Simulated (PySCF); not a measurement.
# Spinor energies of Te (tellurium, neutral)

Start: [Kr] 4d10 5s2 5p4; 5p1/2 filled at m_j = -1/2, +1/2; 5p3/2 filled at m_j = +1/2, +3/2. Calculated with PySCF 2.14 in x2c-SVPall-2c with one added diffuse shell each of s, p type (7s9p4d, 54 functions): generalised Hartree-Fock with the X2C-1e Hamiltonian and a Gaussian nucleus; one run each with spin-orbit coupling (SO) switched off, then screened by Boettger's factors.

```csv
spinor shell,electrons,"ε, spin-free (eV)","ε, screened SO (eV)",weight of nominal j (screened SO),"rms radius, screened SO (bohr)"
1s1/2,2,-31969.7,-31966.3,1.000,0.0319
2s1/2,2,-5000.5,-4999.5,1.000,0.130
2p1/2,2,-4483.4,-4674.2,1.000,0.112
2p3/2,4,-4483.4,-4396.6,1.000,0.117
3s1/2,2,-1038.0,-1037.6,1.000,0.343
3p1/2,2,-865.63,-902.13,1.000,0.335
3p3/2,4,-865.63,-848.73,1.000,0.347
3d3/2,4,-605.23,-611.42,1.000,0.320
3d5/2,6,-605.23,-600.60,1.000,0.323
4s1/2,2,-194.17,-193.96,1.000,0.816
4p1/2,2,-138.19,-145.04,1.000,0.860
4p3/2,4,-138.19,-134.82,1.000,0.886
4d3/2,4,-53.740,-54.496,0.992,1.05
4d5/2,6,-53.740,-52.951,0.995,1.06
5s1/2,2,-20.430,-20.355,0.999,2.28
5p3/2,2,-9.825,-10.175,0.773,2.86
5p1/2,2,-9.825,-9.538,0.709,2.85
```

```
   quantity    spin-free  screened SO
E (hartree)  -6789.25850  -6791.11745
        M_J            2            2
       ⟨J²⟩        6.011        6.018
       ⟨L²⟩        2.006        2.276
       ⟨S²⟩        2.005        1.900
```

Each row is a mean over spinors that exchange with the open shell spreads, by up to 4.164 eV (5s1/2).

Rows whose weight is well below 1 are mixtures of j = l ± 1/2: exchange outweighs spin-orbit coupling there, and the label is only the starting occupation.

Breit and QED terms are absent; they matter most for the inner s and p1/2 levels.

Densities and radii are taken from the X2C orbitals without a picture-change correction, which distorts them close to the nucleus.

Without spin-orbit coupling the j labels of p, d and f shells carry no meaning; the spin-free column gives the mean over the occupied spinors of each nl shell.
